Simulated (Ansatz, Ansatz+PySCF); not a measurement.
```yaml
atoms:
  - { symbol: Mg, position_ang: [0.0000, 0.0000, 0.0000] }
  - { symbol: S, position_ang: [0.0000, 0.0000, 3.4240] }
```

Basis set: def2-SVP (spherical functions). Charge 0, multiplicity 1.

Computed with Ansatz (development build ahead of 0.2.0); each method stands on the lowest determinant of its kind that the runs found.

The atomization energy at this shape (free ground-state atoms in the same class of orbitals less the molecule, no zero-point energy) of singlet MgS:

```
             method  atomization energy
PBE0 (unrestricted)         37.9 kJ/mol
```

**Question.** What does UHF give?

**Answer.** -25.9 kJ/mol. Caution: another spin multiplicity may lie lower; the shape is not the minimum; the unrestricted determinant is a mixture of spin states.
